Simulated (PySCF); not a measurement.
# `CC(C)=C=C(C)C(F)(F)F`, C7H9F3

Geometry:
```tsv
atom	x (Å)	y (Å)	z (Å)
C1	-2.000	-1.443	0.143
C2	-1.324	-0.109	-0.020
C3	-2.215	1.093	-0.169
C4	-0.017	0.000	-0.023
C5	1.293	0.102	-0.042
C6	2.144	0.024	-1.278
C7	2.039	0.319	1.246
F8	2.723	1.473	1.217
F9	2.943	-0.653	1.444
F10	1.244	0.350	2.312
H11	-2.649	-1.653	-0.723
H12	-2.646	-1.435	1.037
H13	-1.275	-2.261	0.245
H14	-1.639	2.020	-0.284
H15	-2.872	0.976	-1.047
H16	-2.870	1.195	0.712
H17	1.522	-0.137	-2.167
H18	2.867	-0.803	-1.196
H19	2.719	0.954	-1.410
```

The calculation used TDDFT CAM-B3LYP/aug-cc-pVDZ circular dichroism and optical rotation, one conformer, gas phase in PySCF 2.14.0. Geometry: PBE0-D3(BJ)/def2-SVP.

No stereocentre is labelled: unless the shape is locked (an allene, a helicene, a hindered biaryl), the mirror image is equally populated and a measured rotation or CD is zero. Singlets 7 and 8 lie within 0.01 eV of each other, so their separate moments and overlaps can depend on how they mix.

Problem. Draw the ECD and absorption spectra from the lowest 12 states, each a Gaussian of half-width 0.3 eV at 1/e height.

Solution. 
```csv
E (eV),λ (nm),Δε (L mol⁻¹ cm⁻¹),ε (L mol⁻¹ cm⁻¹)
5.12,242,+0.01,0.134
5.22,237,+0.03,0.365
5.32,233,+0.06,0.795
5.42,229,+0.11,1.39
5.52,225,+0.15,1.98
5.62,221,+0.16,2.42
5.72,217,+0.15,3.26
5.82,213,+0.10,6.77
5.92,209,+0.05,18.4
6.02,206,+0.03,46.8
6.12,203,+0.03,101
6.22,199,+0.08,185
6.32,196,+0.14,317
6.42,193,+0.19,583
6.52,190,+0.22,1210
6.62,187,+0.26,2620
6.72,184,+0.31,5340
6.82,182,+0.35,10100
6.92,179,+0.29,17400
7.02,177,+0.12,27600
7.12,174,-0.07,38900
7.22,172,-0.14,48000
7.32,169,-0.18,51900
7.42,167,-0.36,50600
7.52,165,-0.74,46100
7.62,163,-1.13,39800
```
Δε uses R in velocity form, ε uses f in length form. Only the states computed contribute, so the short-wavelength end is incomplete.
